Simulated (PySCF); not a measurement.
All values below come from PySCF 2.14.0 with PBE-D3(BJ)/def2-TZVP // PBE0-D4/def2-SVP. Isolated molecules, 0 K electronic values unless said otherwise. One relaxed conformer stands for a flexible species; it need not be the lowest. Excitations are Tamm–Dancoff values on a coarser integration grid. The basis has no diffuse functions, so Rydberg states are missing or too high.

Reference species (SMILES): `C([Si](CC)(CC)CC)C` (neutral, multiplicity 1).

The HOMO–LUMO gap comes out as 6.51 eV and the S1 excitation (TDA) is 6.53 eV.

Changed species: `S[Si](S)(S)S` (4 of 4 C2H5 replaced by SH; the reference has 0 of 4 C2H5 replaced by SH).

**Question.** Predict the effect on the HOMO–LUMO gap and S1 excitation (TDA).

**Answer.** the HOMO–LUMO gap decreases by 1.90 eV, to 4.61 eV; the S1 excitation (TDA) decreases by 1.85 eV, to 4.68 eV.
